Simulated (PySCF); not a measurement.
First SCF of a structure search on doublet Cu(OH)₂, at a hand-made bent (heavy-atom frame) geometry. PySCF input:

```python
from pyscf import gto, scf, dft
mol = gto.M(atom='''
Cu     0.000000     0.000000     0.000000
O      1.433500     0.000000     1.003800
O     -1.433500     0.000000     1.003800
H      1.939000    -0.735400     1.357700
H     -1.939000     0.735400     1.357700''',
    basis={'Cu': 'def2-TZVP', 'O': 'def2-TZVP', 'H': 'def2-TZVP'},
    charge=0, spin=1)
mf = dft.UKS(mol, xc='PBE0')
mf.grids.atom_grid = (50, 194)
aux = {'Cu': 'def2-universal-JKFIT', 'O': 'def2-universal-JKFIT', 'H': 'def2-universal-JKFIT'}
mf = mf.density_fit(auxbasis=aux)
mf.conv_tol = 1e-08
mf.diis_space = 10
mf.max_cycle = 60
mf.init_guess = 'minao'
mf.verbose = 4
mf.kernel()
```

Excerpt of the output (cycles alone):

```
init E= -1791.4362725779
cycle= 1 E= -1789.75509709867  delta_E= 1.68  |g|=  3.2  |ddm|= 1.55
cycle= 2 E= -1781.04647602351  delta_E= 8.71  |g|= 6.61  |ddm|= 4.39
cycle= 3 E= -1791.5491948882  delta_E= -10.5  |g|= 1.08  |ddm|= 3.93
cycle= 4 E= -1791.27231446096  delta_E= 0.277  |g|= 1.15  |ddm|= 1.04
cycle= 5 E= -1791.78997205913  delta_E= -0.518  |g|= 0.128  |ddm|= 0.689
cycle= 6 E= -1791.79341755669  delta_E= -0.00345  |g|= 0.0618  |ddm|= 0.0899
cycle= 7 E= -1791.79420578363  delta_E= -0.000788  |g|= 0.0199  |ddm|= 0.0295
cycle= 8 E= -1791.7942798798  delta_E= -7.41e-05  |g|= 0.012  |ddm|= 0.00958
cycle= 9 E= -1791.79432238857  delta_E= -4.25e-05  |g|= 0.00128  |ddm|= 0.0104
cycle= 10 E= -1791.79432339962  delta_E= -1.01e-06  |g|= 0.000252  |ddm|= 0.00185
cycle= 11 E= -1791.79432360578  delta_E= -2.06e-07  |g|= 0.000114  |ddm|= 0.000904
cycle= 12 E= -1791.79432365767  delta_E= -5.19e-08  |g|= 8.01e-05  |ddm|= 0.000498
cycle= 13 E= -1791.79432367151  delta_E= -1.38e-08  |g|= 3.69e-05  |ddm|= 0.000278
cycle= 14 E= -1791.79432367375  delta_E= -2.24e-09  |g|= 1.07e-05  |ddm|= 0.000116
Extra cycle  E= -1791.79432367375  delta_E= -6.59e-12  |g|= 2.47e-05  |ddm|= 2.1e-05
converged SCF energy = -1791.79432367375  <S^2> = 0.75548423  2S+1 = 2.0054767
```

No lower solution of this spin was found from smeared starts or by a stability analysis within the unrestricted form.

With open d or f shells other occupations or spin states may lie lower.

The search for the lowest solution, 3 starts and the stability check together, took 13 s on 4 threads of a shared Arm Neoverse V2 host, with 119 basis functions; the process peaked at 0.61 GiB.
